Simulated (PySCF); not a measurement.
HOSr, SMILES [OH][Sr], multiplicity 2. Atoms are numbered in the order given.

```xyz
3

Sr     0.0000     0.0000     0.4269
O      0.0000     0.0000    -1.6961
H      0.0000     0.0000    -2.6527
```
Charge 0, spin multiplicity 2.

The structure is a stationary point at B3LYP-D3(BJ)/def2-TZVPD. The def2 effective core potentials stand for the cores of Sr; spin–orbit coupling is left out.

Computed with M06-2X/def2-TZVPD in PySCF.

Mulliken values depend strongly on the basis, most of all with diffuse functions as here. ESP charges are fitted to the potential on shells at 1.4 to 2.0 van der Waals radii. Atomic charges (e):

| atom | Mulliken | ESP fit | Mulliken spin |
|---|---|---|---|
| Sr1 | 0.72 | 0.37 | 1.16 |
| O2 | -0.95 | -0.67 | -0.21 |
| H3 | 0.23 | 0.30 | 0.05 |
